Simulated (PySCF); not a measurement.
Species: C5H9ClO.
Numbering: `[CH3:1][CH2:2][CH2:3][CH2:4][C:5](=[O:6])[Cl:7]` (hydrogens: H8, H9, H10 on C1; H11, H12 on C2; H13, H14 on C3; H15, H16 on C4)

Computed by this run: PySCF 2.14.0, PBE0-D3(BJ)/def2-SVP geometry optimisation, gas phase; density fitting, grid level 1; the optimiser is geomeTRIC in internal coordinates, started from a GFN2-xTB structure with every atom displaced at random (about 0.01 Å).

Step 0: E = -19880.2469 eV
```
atom  x, y, z in Å  |  force x, y, z in eV/Å
C1     -1.3810    0.7131    0.6522   -0.280   2.030   0.324
C2     -0.0355    1.0965    1.2069    0.346  -0.263  -0.244
C3      1.0631    0.7786    0.2052    1.337   0.740   1.558
C4      2.4935    1.1401    0.7697   -2.537  -0.132  -0.546
C5      3.5431    0.8213   -0.2097    1.015   0.494   0.834
O6      3.4624    0.3672   -1.2851   -0.361  -0.493  -1.063
Cl7     5.1569    1.2472    0.4577    0.324   0.048   0.073
H8     -2.1652    0.9776    1.3631   -0.339  -0.069   0.230
H9     -1.4526   -0.3169    0.4375   -0.087  -1.684  -0.407
H10    -1.6000    1.2952   -0.2545   -0.005  -0.125  -0.190
H11     0.1311    0.5451    2.1446    0.152   0.002   0.128
H12     0.0007    2.1664    1.4563   -0.085   0.127   0.079
H13     1.0352   -0.2719   -0.0398    0.052  -0.753  -0.274
H14     0.9002    1.3343   -0.7060   -0.099   0.327  -0.697
H15     2.6544    0.5816    1.6966    0.301  -0.040   0.212
H16     2.5142    2.2176    1.0237    0.266  -0.210  -0.017
```

Step 1: E = -19880.4116 eV
```
atom  x, y, z in Å  |  force x, y, z in eV/Å
C1     -1.4151    0.7260    0.6745    0.017  -0.467  -0.055
C2     -0.0427    1.1323    1.1784    0.041   0.073   0.135
C3      1.0782    0.8212    0.1986    0.028  -0.239  -0.122
C4      2.4582    1.0994    0.7742    0.225   0.047  -0.088
C5      3.5786    0.8252   -0.1947   -0.292  -0.169  -0.180
O6      3.4764    0.3363   -1.2694    0.147   0.123   0.185
Cl7     5.1829    1.3127    0.4496   -0.084  -0.024  -0.005
H8     -2.2032    0.9700    1.3995   -0.034   0.026   0.045
H9     -1.4615   -0.3702    0.4881    0.001   0.352   0.043
H10    -1.6621    1.2288   -0.2701   -0.023   0.056  -0.099
H11     0.1648    0.6215    2.1362   -0.022   0.017  -0.004
H12    -0.0393    2.2137    1.4081    0.031  -0.036   0.012
H13     1.0295   -0.2463   -0.0971    0.000   0.185   0.023
H14     0.9320    1.3947   -0.7364    0.081  -0.053   0.113
H15     2.6656    0.4850    1.6710   -0.051   0.059  -0.046
H16     2.5781    2.1425    1.1077   -0.064   0.049   0.046
```

Question: Estimate the geometry and energy of step 2. (The exact step hangs on the optimiser's Hessian estimate; all steps are aligned on step 1, rigid shifts and turns removed.)

Answer: E = -19880.4152 eV, largest force 0.300 eV/Å
```
atom  x, y, z in Å  |  force x, y, z in eV/Å
C1     -1.4131    0.7298    0.6759   -0.020  -0.077  -0.018
C2     -0.0375    1.1235    1.1871   -0.009   0.018  -0.010
C3      1.0788    0.8072    0.2012   -0.071  -0.070  -0.004
C4      2.4548    1.1013    0.7646    0.002  -0.051  -0.176
C5      3.5654    0.8210   -0.2068    0.203   0.015   0.006
O6      3.5165    0.3340   -1.2840   -0.270   0.040   0.123
Cl7     5.1484    1.3247    0.4676    0.157   0.044   0.085
H8     -2.2010    0.9802    1.4016   -0.004   0.010  -0.003
H9     -1.4719   -0.3553    0.4834    0.009   0.061   0.008
H10    -1.6525    1.2426   -0.2695    0.004   0.010   0.009
H11     0.1643    0.6100    2.1442   -0.006  -0.013  -0.010
H12    -0.0228    2.2031    1.4201    0.013  -0.006   0.006
H13     1.0299   -0.2550   -0.0940    0.003   0.016   0.007
H14     0.9371    1.3789   -0.7311   -0.024   0.006   0.004
H15     2.6641    0.4973    1.6652    0.019   0.015  -0.002
H16     2.5599    2.1495    1.0927   -0.005  -0.018  -0.027
```

The energy changes by -0.0037 eV. The first-order estimate −F·Δx gives -0.0232 eV and the mean of the old and new forces, exact on a quadratic surface, -0.0039 eV. The step makes an angle of 72° with the force vector and moves no atom by more than 0.043 Å.

What follows is the cost of the whole optimisation. Hardware: one thread of an AMD EPYC 7R43, shared host with 256 logical CPUs at a one-minute load of 52. Cost: 64 s wall, 0.58 GiB resident at most.
